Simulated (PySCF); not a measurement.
C₆H₁₅Ge (SMILES C[CH2][Ge]([CH2]C)[CH2]C), doublet, geometry from GFN2-xTB; HF/STO-3G run with PySCF.

Input for PySCF:
```python
from pyscf import gto, scf

mol = gto.Mole()
mol.atom = '''
    C    -1.57145872   -2.22150581    0.50969305
    C    -0.91245259   -1.81003440   -0.79572773
    Ge    0.12284013   -0.04244397   -0.62153642
    C    -1.27114751    1.29773669    0.07701204
    C    -0.71820881    2.68061609    0.36771047
    C     1.39590716   -0.35918176    0.96575665
    C     2.63117550    0.52419284    0.98083164
    H    -2.06971566   -3.18549676    0.39762252
    H    -0.83442010   -2.31321421    1.30514925
    H    -2.31784538   -1.49110771    0.81428645
    H    -0.21367059   -2.58178824   -1.12011506
    H    -1.66357524   -1.70263136   -1.57837238
    H    -2.08559551    1.36184177   -0.64482459
    H    -1.66887252    0.85558435    0.99195532
    H     0.07903594    2.62772987    1.10646475
    H    -1.49685001    3.33713303    0.75788393
    H    -0.31609015    3.13257028   -0.53717094
    H     0.80258919   -0.18947991    1.86580780
    H     1.69259015   -1.40829896    0.94840887
    H     2.35619036    1.57694453    0.98932034
    H     3.24136662    0.34191919    0.09825833
    H     3.24108864    0.32555962    1.86283402
'''
mol.basis = 'sto-3g'
mol.spin = 1
mol.verbose = 4
mol.build()

mf = scf.UHF(mol)
mf.kernel()
```

Question: What does PySCF print? Leave out banner, timings and long lists.

Answer: 
```
PySCF version 2.14.0

[INPUT] verbose = 4
[INPUT] num. atoms = 22
[INPUT] num. electrons = 83
[INPUT] charge = 0
[INPUT] spin (= nelec alpha-beta = 2S) = 1
[INPUT] symmetry False subgroup None
[INPUT] Mole.unit = angstrom
[INPUT] Symbol           X                Y                Z      unit          X                Y                Z       unit  Magmom
[INPUT]  1 C     -1.571458720000  -2.221505810000   0.509693050000 AA   -2.969626596860  -4.198037565030   0.963180272094 Bohr   0.0
[INPUT]  2 C     -0.912452590000  -1.810034400000  -0.795727730000 AA   -1.724285496750  -3.420469292041  -1.503707479422 Bohr   0.0
[INPUT]  3 Ge     0.122840130000  -0.042443970000  -0.621536420000 AA    0.232134202806  -0.080207478939  -1.174533610243 Bohr   0.0
[INPUT]  4 C     -1.271147510000   1.297736690000   0.077012040000 AA   -2.402120657823   2.452366925900   0.145531663894 Bohr   0.0
[INPUT]  5 C     -0.718208810000   2.680616090000   0.367710470000 AA   -1.357217951150   5.065630255202   0.694872081435 Bohr   0.0
[INPUT]  6 C      1.395907160000  -0.359181760000   0.965756650000 AA    2.637882227719  -0.678755155339   1.825015571477 Bohr   0.0
[INPUT]  7 C      2.631175500000   0.524192840000   0.980831640000 AA    4.972201080666   0.990580904058   1.853503173908 Bohr   0.0
[INPUT]  8 H     -2.069715660000  -3.185496760000   0.397622520000 AA   -3.911195753123  -6.019716447089   0.751397663759 Bohr   0.0
[INPUT]  9 H     -0.834420100000  -2.313214210000   1.305149250000 AA   -1.576825461832  -4.371341324352   2.466374634181 Bohr   0.0
[INPUT] 10 H     -2.317845380000  -1.491107710000   0.814286450000 AA   -4.380092967288  -2.817785194127   1.538778377444 Bohr   0.0
[INPUT] 11 H     -0.213670590000  -2.581788240000  -1.120115060000 AA   -0.403778895974  -4.878872685223  -2.116710691401 Bohr   0.0
[INPUT] 12 H     -1.663575240000  -1.702631360000  -1.578372380000 AA   -3.143701591208  -3.217506961496  -2.982691520778 Bohr   0.0
[INPUT] 13 H     -2.085595510000   1.361841770000  -0.644824590000 AA   -3.941204320523   2.573507970293  -1.218541873485 Bohr   0.0
[INPUT] 14 H     -1.668872520000   0.855584350000   0.991955320000 AA   -3.153711999613   1.616820097964   1.874523882605 Bohr   0.0
[INPUT] 15 H      0.079035940000   2.627729870000   1.106464750000 AA    0.149356280598   4.965689783639   2.090915343985 Bohr   0.0
[INPUT] 16 H     -1.496850010000   3.337133030000   0.757883930000 AA   -2.828636568452   6.306267467940   1.432193061909 Bohr   0.0
[INPUT] 17 H     -0.316090150000   3.132570280000  -0.537170940000 AA   -0.597323814173   5.919699895152  -1.015105958675 Bohr   0.0
[INPUT] 18 H      0.802589190000  -0.189479910000   1.865807800000 AA    1.516673759637  -0.358065136007   3.525865743077 Bohr   0.0
[INPUT] 19 H      1.692590150000  -1.408298960000   0.948408870000 AA    3.198531824636  -2.661299335910   1.792233018408 Bohr   0.0
[INPUT] 20 H      2.356190360000   1.576944530000   0.989320340000 AA    4.452554477740   2.979993275331   1.869544492062 Bohr   0.0
[INPUT] 21 H      3.241366620000   0.341919190000   0.098258330000 AA    6.125295181107   0.646133625833   0.185681333157 Bohr   0.0
[INPUT] 22 H      3.241088640000   0.325559620000   1.862834020000 AA    6.124769875039   0.615218519017   3.520246113323 Bohr   0.0

nuclear repulsion = 556.330937100604
number of shells = 41
number of NR pGTOs = 189
number of NR cGTOs = 63
basis = sto-3g
ecp = {}

******** <class 'pyscf.scf.uhf.UHF'> ********
method = UHF
initial guess = minao
damping factor = 0
level_shift factor = 0
DIIS = <class 'pyscf.scf.diis.CDIIS'>
diis_start_cycle = 1
diis_space = 8
diis_damp = 0
SCF conv_tol = 1e-09
SCF conv_tol_grad = None
SCF max_cycles = 50
direct_scf = True
direct_scf_tol = 1e-13
number electrons alpha = 42  beta = 41
Set gradient conv threshold to 3.16228e-05
init E= -2282.81538141935

cycle= 1 E= -2284.77052081572  delta_E= -1.96  |g|= 0.384  |ddm|= 3.74
cycle= 2 E= -2284.92097046805  delta_E= -0.15  |g|= 0.0754  |ddm|= 0.767
cycle= 3 E= -2284.92698403339  delta_E= -0.00601  |g|= 0.0207  |ddm|= 0.151
cycle= 4 E= -2284.92768166908  delta_E= -0.000698  |g|= 0.00748  |ddm|= 0.0496
cycle= 5 E= -2284.9277925799  delta_E= -0.000111  |g|= 0.0033  |ddm|= 0.0207
cycle= 6 E= -2284.92782629066  delta_E= -3.37e-05  |g|= 0.00166  |ddm|= 0.0137
cycle= 7 E= -2284.92783583226  delta_E= -9.54e-06  |g|= 0.000782  |ddm|= 0.00845
cycle= 8 E= -2284.92783803935  delta_E= -2.21e-06  |g|= 0.000264  |ddm|= 0.00517
cycle= 9 E= -2284.92783821232  delta_E= -1.73e-07  |g|= 0.000111  |ddm|= 0.00119
cycle= 10 E= -2284.92783824179  delta_E= -2.95e-08  |g|= 2.71e-05  |ddm|= 0.000504
cycle= 11 E= -2284.92783824321  delta_E= -1.42e-09  |g|= 9.93e-06  |ddm|= 9.49e-05
cycle= 12 E= -2284.92783824337  delta_E= -1.58e-10  |g|= 4.64e-06  |ddm|= 2.79e-05
Extra cycle  E= -2284.92783824338  delta_E= -1.55e-11  |g|= 3e-06  |ddm|= 7.71e-06
converged SCF energy = -2284.92783824338  <S^2> = 0.75077899  2S+1 = 2.0007788
```
